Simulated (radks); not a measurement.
Values are calculated unless marked as measured or tabulated.
Question: The mean radii <r> (bohr) of the occupied orbitals of an atom or ion are listed with their occupations. Code: a radial shooting solver on a logarithmic mesh with Libxc functionals. Model: Dirac Kohn-Sham, LDA (Slater exchange, Perdew-Wang correlation), spin-unpolarised, spherical densities, finite nucleus; Fermi nuclear charge, rms radius of each element as measured or else 0.836 A^(1/3) + 0.57 fm.

| orbital | occ. | <r> |
|---|---|---|
| 1s1/2 | 2 | 0.06641 |
| 2s1/2 | 2 | 0.2941 |
| 2p1/2 | 2 | 0.2553 |
| 2p3/2 | 2 | 0.2577 |

Name the element and its charge. Open shells, if any, fill j = l - 1/2 first.

Answer: Z = 23, vanadium, charge +15: V15+ in [He] 2s2 2p4. The 1s radius gives Z: for a bare nucleus <r> = (2 gamma + 1)/(2Z) with gamma = sqrt(1 - (Z/c)^2), 0.0646 bohr for Z = 23, and screening makes it slightly larger (0.06641 here). The occupations add up to 8, and the charge is Z minus that.
